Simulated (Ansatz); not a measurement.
Computed with Ansatz on PBE0-D4/def2-TZVP structures; ΔE is electronic, products minus reactants. CBS: MP2 limit from def2 TZ/QZ plus the TZ coupled-cluster correction, frozen cores. Functionals use def2-TZVPP. HSE06 is defined as in plane-wave codes. One conformer a species, not always the lowest.

Reaction (ligand exchange at the Al–N bond): `FC[NH][AlH2]` + `N[SiH2]O[SiH3]` → `[AlH2][NH][SiH2]O[SiH3]` + `NCF`

```tsv
species	HSE06 energy (Eh)
`FC[NH][AlH2]`	-437.90466
`N[SiH2]O[SiH3]`	-712.94671
`[AlH2][NH][SiH2]O[SiH3]`	-955.88184
`NCF`	-194.97467
```

**Question.** Work out ΔE.

**Answer.** ΔE = (-955.88184) + (-194.97467) − (-437.90466) − (-712.94671) = -0.00514 Eh = -13.5 kJ/mol. CCSD(T)/CBS gives -14.9 kJ/mol.

Largest T1 diagnostic among the species: 0.012.

Leaving LDA and LC-ωPBE aside and taking each functional with its dispersion term where it has one, the values, not all of them listed here, spread over 2.8 kJ/mol, from BHLYP-D4 to B2PLYP. At CCSD(T), def2-SVP lies −3.5 kJ/mol from the extrapolated value and def2-TZVPP −0.4 kJ/mol.
